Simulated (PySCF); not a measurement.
An EPR property job and its printed output. Input:

```
{"job": {"kind": "epr", "basis": "pcH-1"}, "charge": 0, "multiplicity": 2}
C      1.587353     0.091747     0.705443
C      0.725785     0.068998    -0.484946
C     -0.126325    -0.944853    -1.069296
C     -0.693402     0.452424    -0.710507
B     -1.625524     0.637084     0.507222
F     -1.515017    -0.197194     1.532759
H      1.095184    -0.398407     1.554385
H      2.515970    -0.443080     0.506099
H      1.821541     1.115194     0.995789
H     -0.058547    -1.162564    -2.126415
H     -0.434418    -1.799507    -0.473915
H     -0.874613     1.087874    -1.572292
H     -2.422375     1.492772     0.617943
```

Computed with UKS B3LYP, pcH-1 on B C F H, non-relativistic, mean-field spin-orbit, GIAO in PySCF 2.14.0. Isolated species at its GFN2-xTB geometry (one conformer only). Couplings are sensitive to structure, and on GFN2-xTB geometries they can be far from those on DFT ones.

Output of the driver script. Atoms in this output count from 0.

```
UKS, coarse grid
  cycle   1  E = -281.25507782  |g| = 3.95e-01
  cycle   2  E = -281.21048411  |g| = 5.73e-01
  cycle   3  E = -281.31562062  |g| = 6.23e-02
  cycle   4  E = -281.31686196  |g| = 3.11e-02
  cycle   5  E = -281.31728718  |g| = 5.61e-03
  cycle   6  E = -281.31730681  |g| = 2.58e-03
  cycle   7  E = -281.31731096  |g| = 1.05e-03
  cycle   8  E = -281.31731145  |g| = 2.49e-04
UKS, final grid
  cycle   1  E = -281.31736428  |g| = 2.27e-04
  cycle   2  E = -281.31736427  |g| = 2.77e-04
  cycle   3  E = -281.31736431  |g| = 3.88e-05
  cycle   4  E = -281.31736431  |g| = 1.79e-05
E = -281.31736431 Eh   <S^2> = 0.7534 (exact 0.7500)
g shifts (ppm)      1          2          3
  rmc          -147       -147       -147
  gc             10         11         11
  oz_so         -44        653        743
  total        -181        517        607
hyperfine (MHz)  atom isotope    a_iso     a_fc   dipolar eigenvalues
    0   13C      -2.51      -2.51     -3.32     -3.03      6.35
    1   13C     284.20     284.20    -75.37    -70.43    145.80
    2   13C     -11.26     -11.26     -3.81     -1.56      5.36
    3   13C     -18.40     -18.40     -4.65     -0.83      5.49
    4   11B      25.76      25.76     -3.35     -2.09      5.44
    5   19F      16.48      16.48    -13.90    -12.61     26.51
    6    1H     136.99     136.99     -5.02     -1.70      6.72
    7    1H      27.47      27.47     -5.85     -4.87     10.72
    8    1H      20.02      20.02     -5.67     -4.67     10.34
    9    1H      67.85      67.85     -5.70     -4.12      9.82
   10    1H      53.44      53.44     -4.31     -2.30      6.61
   11    1H      85.23      85.23     -6.06     -4.02     10.08
   12    1H       2.75       2.75     -1.85     -1.50      3.36
```

|g| in the SCF lines is the orbital gradient. In the g block, columns 1 to 3 are the principal axes in rising order; rmc is the relativistic mass correction, gc the gauge correction and oz_so the orbital-Zeeman/spin–orbit term. a_fc is the Fermi-contact part of a_iso, here all of it, since this run has no spin–orbit term in the hyperfine coupling.

Is the state sound, as far as the log shows?

The SCF converged after 12 cycles in all, 8 of them on the coarse grid; no stability test was run. ⟨S²⟩ = 0.7534 against the exact 0.7500, so spin contamination is small.

What are the principal g values and g_iso?

Adding the total shifts to 2.002319 gives 2.00214, 2.00284, 2.00293; their mean shift is 315 ppm, so g_iso = 2.00263.

Which couplings shape the isotropic spectrum at natural abundance (0.05 mT or more)? Keep the log's numbering.

atom 11 (1H, I = 1/2): 85.2 MHz = 3.04 mT in magnitude, a 1:1 doublet; atom 9 (1H, I = 1/2): 67.8 MHz = 2.42 mT in magnitude, a 1:1 doublet; atoms 6, 7, 8 (1H, I = 1/2): mean 61.5 MHz = 2.19 mT in magnitude, a 1:3:3:1 quartet; atom 10 (1H, I = 1/2): 53.4 MHz = 1.91 mT in magnitude, a 1:1 doublet; atom 4 (11B, I = 3/2): 25.8 MHz = 0.92 mT in magnitude, a 1:1:1:1 quartet; atom 5 (19F, I = 1/2): 16.5 MHz = 0.59 mT in magnitude, a 1:1 doublet; atom 12 (1H, I = 1/2): 2.7 MHz = 0.10 mT in magnitude, a 1:1 doublet. Together 512 lines to first order. Means are taken over nuclei equivalent by connectivity, which assumes that they swap fast. The three 1H nuclei of mean +61.5 MHz run from 20.0 to 137.0 MHz in the frozen geometry. Main isotope only: 11B (natural samples also hold 20 % 10B, magnetic too, which adds its own pattern).

What are the principal values of the full tensor of atom 1 (13C)?

a_iso plus each dipolar eigenvalue: 208.83, 213.77, 430.00 MHz.

The species is `C[C]1C[C@H]1BF` [radical]. The run used 220 basis functions and 5 iterations of the response equations.

Shape of the structure used: `[CH3:1][C:2]1[CH2:3][C@H:4]1[BH:5][F:6]`: C3–C4–B5–F6 28°.
Labels such as C1 count atoms from 1, the log's own numbers from 0.
